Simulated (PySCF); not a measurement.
From one molecule to another.

First species: C8H10N2.
SMILES with atom numbers: `[CH2:1]=[CH:2][c:3]1[cH:4][n:5][nH:6][c:7]1[CH:8]1[CH2:9][CH2:10]1` (hydrogens: H11, H12 on C1; H13 on C2; H14 on C4; H15 on N6; H16 on C8; H17, H18 on C9; H19, H20 on C10)

Second species: C₅H₁₀S₂Si₂.
SMILES: `C#C[SiH2]S[C@@H]1CCS[SiH2]1`

Levels: PBE0/pcSseg-1 for HOMO energy, LUMO energy and HOMO–LUMO gap. Geometries: GFN2-xTB. Each species is one conformer at its optimised geometry, gas phase, non-relativistic unless stated. Electronic properties by PySCF.

The conformers computed, where there is a choice (atom-mapped SMILES and torsion angles):
- `[CH2:1]=[CH:2][c:3]1[cH:4][n:5][nH:6][c:7]1[CH:8]1[CH2:9][CH2:10]1`: C1–C2–C3–C4 -2°, N6–C7–C8–C9 86°

The conformers of `C#C[SiH2]S[C@@H]1CCS[SiH2]1` aren't listed.

```json
{"property": "HOMO energy", "column X": "-6.82 eV", "column Y": "-6.17 eV"}
{"property": "LUMO energy", "column X": "-0.63 eV", "column Y": "-0.29 eV"}
{"property": "HOMO–LUMO gap", "column X": "6.19 eV", "column Y": "5.88 eV"}
```

Task: Which column belongs to which species?

Result: Column X is the second species and column Y the first. The first has 20 atoms and 72 electrons, the second 19 and 100.

Task: How does each property change from the first species to the second?

Result: HOMO energy -0.65 eV; LUMO energy -0.34 eV; HOMO–LUMO gap +0.31 eV.

On the first:  GFN2-xTB frequencies show an imaginary mode (33i cm⁻¹), so this geometry is no minimum at that level.

